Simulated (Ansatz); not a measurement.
Q: Name a neutral molecule of C, F, Zr and H with HOMO–LUMO gap (PBE0/def2-TZVPP) between 6.55 and 6.85 eV and size of the dipole moment (B3LYP/def2-TZVPP) between 1.25 and 1.55 D (Ansatz, PBE0-D4/def2-TZVP geometry).

A: `[CH3][Zr]([CH3])([CH3])[F]` (6.72 eV, 1.30 D); `[CH3][Zr]([CH3])([F])[F]` (6.70 eV, 1.34 D); `C#[C][Zr]([F])([F])[F]` (6.66 eV, 1.50 D). Other molecules can fit too; these were computed, each in one conformer that needn't be the lowest.

B3LYP here is the variant with VWN-RPA as its local correlation; programs differ in this.
